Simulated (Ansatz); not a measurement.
Total energies of Si(SH)Cl3 (SiHSCl3) from Ansatz at PBE0-D4/def2-TZVP, gas phase (1 Eh = 27.2114 eV = 2625.5 kJ/mol). The reference geometry is relaxed at PBE0-D4/def2-SVP.

```xyz
6

Si    0.229    0.353   -0.021
S    -0.147   -1.536    0.849
H    -1.213   -1.783    0.054
Cl    1.847    1.118    0.958
Cl   -1.359    1.629    0.182
Cl    0.642    0.219   -2.021
```

```
                 state                     geometry  energy (Eh)
      charge 0 singlet                    reference  -2068.44313
      charge 1 doublet                    reference  -2068.06406
      charge 1 doublet  relaxed at PBE0-D4/def2-SVP  -2068.07831
free Si atom (triplet)                            –   -289.24943
 free S atom (triplet)                            –   -397.97371
 free H atom (doublet)                            –     -0.50104
free Cl atom (doublet)                            –   -459.99739
```

Problem. Work out the vertical ionisation energy to the doublet.

Solution. E(charge 1 doublet) − E(charge 0 singlet) = -2068.06406 − (-2068.44313) = 0.37907 Eh = 10.32 eV. For comparison, −ε of the highest occupied level is 8.22 eV at this level, 2.10 eV less.

Problem. How much does the charge 1 doublet relax, and what is the adiabatic ionisation energy?

Solution. Relaxation: -2068.06406 − (-2068.07831) = 0.01425 Eh = 0.39 eV. Adiabatic ionisation energy: 0.36482 Eh = 9.93 eV, without zero-point energy. 

Problem. What is the binding energy per atom against free atoms?

Solution. Atoms: 1 × (-289.24943) + 1 × (-397.97371) + 1 × (-0.50104) + 3 × (-459.99739) = -2067.71635 Eh. Binding: -2067.71635 − (-2068.44313) = 0.72678 Eh = 19.78 eV, or 3.30 eV for each of 6 atoms (no zero-point energy, no counterpoise term).
